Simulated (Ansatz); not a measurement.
Mulliken charges of CH4ClO2V (`[CH3][V](=[O])([OH])[Cl]`) from r2SCAN/def2-TZVPP in Ansatz (PBE0-D4/def2-TZVP geometry).

| atom | x (Å) | y (Å) | z (Å) | charge (e) |
| --- | --- | --- | --- | --- |
| C1 | -0.322 | -0.737 | -0.944 | -0.368 |
| V2 | 0.606 | 0.385 | 0.426 | 0.945 |
| O3 | 1.943 | -0.361 | 0.662 | -0.413 |
| O4 | -0.378 | 0.281 | 1.877 | -0.418 |
| Cl5 | 0.838 | 2.352 | -0.422 | -0.270 |
| H6 | -0.424 | -1.755 | -0.567 | 0.107 |
| H7 | 0.303 | -0.728 | -1.840 | 0.109 |
| H8 | -1.300 | -0.295 | -1.151 | 0.095 |
| H9 | -1.179 | 0.813 | 1.943 | 0.213 |

**Question.** By hand: the dipole of these point charges (1 e Å = 4.8032 D).

**Answer.** Σ q r = (-0.567, -0.090, -0.151) e Å, of length 0.594 e Å = 2.85 D.

**Question.** How does the dipole of the full density compare? (An estimate is asked.)

**Answer.** Ansatz gave: (-0.581, 0.023, -0.077) e Å, 2.82 D; the point charges give 1.01 times that, at 13° from its direction.

Point charges leave out the atoms' own dipoles, such as those of lone pairs, and Mulliken's split depends on the basis, so the close match here is no proof of good charges.
